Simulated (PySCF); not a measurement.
Isomers of C7H14, mass 98.110 u with the commonest isotopes. Method: PBE0-D3(BJ)/def2-SVP geometry optimisation, gas phase (PySCF). One conformer each, none proved a minimum here; rigid rotors.

**Question.** Order these by rotational constant C, largest first.
A. `[CH2:1]1[CH2:2][CH2:3][CH2:4][CH2:5][CH2:6][CH2:7]1` with C7–C1–C2–C3 39°, C1–C2–C3–C4 -85°, C2–C3–C4–C5 70°, C3–C4–C5–C6 -53° (cycloheptane)
B. `[CH2:1]=[CH:2][CH2:3][CH2:4][CH2:5][CH2:6][CH3:7]` with C1–C2–C3–C4 119°, C2–C3–C4–C5 179°, C3–C4–C5–C6 180°, C4–C5–C6–C7 180°
C. `[CH3:1][CH2:2][C:3]([CH3:4])=[C:5]([CH3:6])[CH3:7]` with C1–C2–C3–C4 -79°
D. `[CH3:1][CH2:2][C:3]1([CH2:4][CH3:5])[CH2:6][CH2:7]1` with C1–C2–C3–C4 61°, C2–C3–C4–C5 62°
E. `[CH3:1][CH2:2][CH2:3][CH2:4][CH:5]1[CH2:6][CH2:7]1` with C1–C2–C3–C4 180°, C2–C3–C4–C5 179°, C3–C4–C5–C6 -84°

**Answer.** A (1723 MHz), D (1638 MHz), C (1377 MHz), E (935.2 MHz), B (774.1 MHz).

**Question.** Order these by rotational constant B, largest first.
A. `[CH3:1][CH2:2][C:3]([CH3:4])=[C:5]([CH3:6])[CH3:7]` with C1–C2–C3–C4 -79°
B. `[CH2:1]=[CH:2][CH2:3][CH2:4][CH2:5][CH2:6][CH3:7]` with C1–C2–C3–C4 119°, C2–C3–C4–C5 179°, C3–C4–C5–C6 180°, C4–C5–C6–C7 180°
C. `[CH3:1][CH2:2][C:3]1([CH2:4][CH3:5])[CH2:6][CH2:7]1` with C1–C2–C3–C4 61°, C2–C3–C4–C5 62°
D. `[CH3:1][CH2:2][CH2:3][CH2:4][CH:5]1[CH2:6][CH2:7]1` with C1–C2–C3–C4 180°, C2–C3–C4–C5 179°, C3–C4–C5–C6 -84°
E. `[CH2:1]1[CH2:2][CH2:3][CH2:4][CH2:5][CH2:6][CH2:7]1` with C7–C1–C2–C3 39°, C1–C2–C3–C4 -85°, C2–C3–C4–C5 70°, C3–C4–C5–C6 -53° (cycloheptane)

**Answer.** E (2862 MHz), C (2553 MHz), A (1916 MHz), D (973.2 MHz), B (783.0 MHz).

**Question.** Order these by rotational constant A, largest first.
A. `[CH3:1][CH2:2][C:3]([CH3:4])=[C:5]([CH3:6])[CH3:7]` with C1–C2–C3–C4 -79° (2,3-dimethyl-2-pentene)
B. `[CH2:1]1[CH2:2][CH2:3][CH2:4][CH2:5][CH2:6][CH2:7]1` with C7–C1–C2–C3 39°, C1–C2–C3–C4 -85°, C2–C3–C4–C5 70°, C3–C4–C5–C6 -53°
C. `[CH2:1]=[CH:2][CH2:3][CH2:4][CH2:5][CH2:6][CH3:7]` with C1–C2–C3–C4 119°, C2–C3–C4–C5 179°, C3–C4–C5–C6 180°, C4–C5–C6–C7 180°
D. `[CH3:1][CH2:2][CH2:3][CH2:4][CH:5]1[CH2:6][CH2:7]1` with C1–C2–C3–C4 180°, C2–C3–C4–C5 179°, C3–C4–C5–C6 -84°
E. `[CH3:1][CH2:2][C:3]1([CH2:4][CH3:5])[CH2:6][CH2:7]1` with C1–C2–C3–C4 61°, C2–C3–C4–C5 62°

**Answer.** C (11847 MHz), D (8756 MHz), A (3430 MHz), B (3150 MHz), E (2681 MHz).

| SMILES | point group | Ia (u·Å²) | Ib (u·Å²) | Ic (u·Å²) | κ | μa (D) | μb (D) | μc (D) |
| --- | --- | --- | --- | --- | --- | --- | --- | --- |
| CCC(C)=C(C)C | C1 | 147.32 | 263.71 | 367.02 | -0.47 | 0.11 | 0.06 | 0.04 |
| CCC1(CC)CC1 | C2 | 188.47 | 197.97 | 308.55 | 0.75 | 0.00 | 0.18 | 0.00 |
| C1CCCCCC1 | C2 | 160.41 | 176.58 | 293.27 | 0.60 | 0.00 | 0.00 | 0.00 |
| CCCCC1CC1 | C1 | 57.72 | 519.28 | 540.39 | -0.99 | 0.09 | 0.03 | 0.07 |
| C=CCCCCC | C1 | 42.66 | 645.41 | 652.85 | -1.00 | 0.42 | 0.00 | 0.12 |
